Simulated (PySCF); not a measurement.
C2H7F2NSi, SMILES CC[Si](N)(F)F. Atoms are numbered in the order given.

```xyz
13

C     -1.9393    -1.1798     0.7995
C     -1.2795     0.2060     0.7489
Si     0.3482     0.2214    -0.1415
N      1.5004    -0.7940     0.5998
F      0.8377     1.7666    -0.2904
F      0.1991    -0.2933    -1.6733
H     -1.2832    -1.9153     1.2908
H     -2.1451    -1.5560    -0.2150
H     -2.8938    -1.1559     1.3483
H     -1.1125     0.5979     1.7690
H     -1.9403     0.9412     0.2576
H      1.6379    -0.7847     1.6049
H      2.3401    -1.0856     0.1093
```
Charge 0, spin multiplicity 1.

Geometry: B3LYP-D3(BJ)/def2-SVP. Other conformers were not sampled.

Level of theory: SMD-B3LYP/6-31G* in PySCF.

Solvation free energies are E(SMD) − E(gas) at the gas-phase geometry, for 1 M in both phases. In vacuum the dipole moment is 2.65 D.

Question: Rank water, 2-propanol, dichloromethane by solvation free energy, most negative first.

Answer: 2-propanol (-6.3 kcal/mol), dichloromethane (-6.0 kcal/mol), water (-2.7 kcal/mol)
